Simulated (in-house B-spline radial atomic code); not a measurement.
Ionisation energies along the 43-electron series, configuration [Kr] 4d7, as differences of self-consistent energies. NIST's values go from ground level to ground level; the uncertainty of those that are theory runs from under 0.1 % in few-electron ions to several per cent in heavy many-electron ones. Computed with a radial B-spline atomic code at the basis-set limit: non-relativistic Hartree-Fock, average of the configuration, point nuclei.

This level leaves out relativity, spin-orbit splitting included, which matters for heavy ions.

```
 ion  configuration after  ionisation energy (eV)  IE/(q+1)² (eV)  -ε less Coulomb ΔSCF (eV)  tabulated value (eV)    tabulated kind  computed minus tabulated (eV)
 Ru+             [Kr] 4d6                   16.49          4.1217                     1.6431                 16.76    semi-empirical                          -0.27
Rh2+             [Kr] 4d6                   31.18          3.4644                     1.5067                 31.06    semi-empirical                           0.12
Pd3+             [Kr] 4d6                       ?               ?                          ?                     ?  tabulated theory                              ?
Ag4+             [Kr] 4d6                       ?               ?                          ?                     ?  tabulated theory                              ?
Cd5+             [Kr] 4d6                   89.14          2.4761                     1.3672                    87  tabulated theory                           2.14
In6+             [Kr] 4d6                  112.61          2.2981                     1.3508                   109  tabulated theory                           3.61
Sn7+             [Kr] 4d6                  138.03          2.1567                     1.3402                   135  tabulated theory                           3.03
```

(1) Fill in the row of Pd3+.

(2) Fill in the row of Ag4+.

Answers

(1) ionisation energy (eV): 48.32; IE/(q+1)² (eV): 3.0199; -ε less Coulomb ΔSCF (eV): 1.4348; tabulated value (eV): 46; computed minus tabulated (eV): 2.32.

(2) ionisation energy (eV): 67.68; IE/(q+1)² (eV): 2.7072; -ε less Coulomb ΔSCF (eV): 1.393; tabulated value (eV): 65; computed minus tabulated (eV): 2.68.
